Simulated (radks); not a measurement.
Results of a calculation; reference values are marked as such.
Effect of the nuclear size on the erbium ion Er3+, [Xe] 4f11. Level of theory: Dirac Kohn-Sham, PBE, spin-unpolarised, spherical densities, finite nucleus; open shells are shared between the two j in proportion to 2j + 1; Fermi nuclear charge, rms radius 5.2516 fm (a radial shooting solver on a logarithmic mesh with Libxc functionals). The rms radius is varied about that value; shifts are against it.

| rms radius (fm) | total energy shift (eV) | density at nucleus (e/bohr^3) | 1s1/2 shift (meV) | 2s1/2 shift (meV) | 4p1/2 shift (meV) | 5s1/2 shift (meV) | 5p1/2 shift (meV) | 4f7/2 shift (meV) | 6s1/2 (empty) shift (meV) |
|---|---|---|---|---|---|---|---|---|---|
| 4.6792 | -6.61 | 9.024e+05 | -2710 | -361 | 0.142 | -3.06 | 0.095 | 0.384 | -0.524 |
| 4.8525 | -4.67 | 8.93e+05 | -1910 | -255 | 0.100 | -2.16 | 0.067 | 0.271 | -0.370 |
| 5.2516 | 0 | 8.728e+05 | 0.000 | 0.000 | 0.000 | 0.000 | 0.000 | 0.000 | 0.000 |
| 5.7505 | 6.20 | 8.502e+05 | 2540 | 339 | -0.132 | 2.86 | -0.089 | -0.360 | 0.491 |
| 6.0078 | 9.55 | 8.394e+05 | 3910 | 522 | -0.203 | 4.41 | -0.137 | -0.554 | 0.757 |

Slopes of the eigenvalues against <r^2> in GHz/fm^2, as finite differences over the two radii next to the reference (eigenvalue slopes, not the field-shift constants of lines): 1s1/2 113000, 2s1/2 15100, 4p1/2 -5.89, 5s1/2 128, 5p1/2 -3.95, 4f7/2 -16.0, 6s1/2 (empty) 21.9.
